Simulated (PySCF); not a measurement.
A calculated (LDA, PySCF 2.14, aug-cc-pVQZ-DK3, the spin-free X2C one-electron Hamiltonian (Gaussian nucleus)) atom or ion has these occupied shells.

```
shell  electrons  orbital energy (eV)  rms radius, mean of both spins (bohr)
 1s α          1             -32873.9                                 0.0312
 1s β          1             -32873.8                                 0.0312
 2s α          1              -5083.1                                  0.127
 2s β          1              -5083.1                                  0.127
 2p α          3              -4569.9                                  0.113
 2p β          3              -4569.8                                  0.113
 3s α          1              -1027.3                                  0.336
 3s β          1              -1027.2                                  0.336
 3p α          3              -860.36                                  0.336
 3p β          3              -860.30                                  0.336
 3d α          5              -607.58                                  0.314
 3d β          5              -607.53                                  0.314
 4s α          1              -181.43                                  0.787
 4s β          1              -181.31                                  0.787
 4p α          3              -128.85                                  0.846
 4p β          3              -128.71                                  0.846
 4d α          5              -51.781                                  0.997
 4d β          5              -51.548                                  0.997
 5s α          1              -18.687                                   2.06
 5p α          3               -8.037                                   2.61
 5p β          3               -7.485                                   2.61
```

**Question.** Name the element and its charge.

**Answer.** I (iodine, neutral), in [Kr] 4d10 5s1 5p6, 2S determinant (an excited configuration).
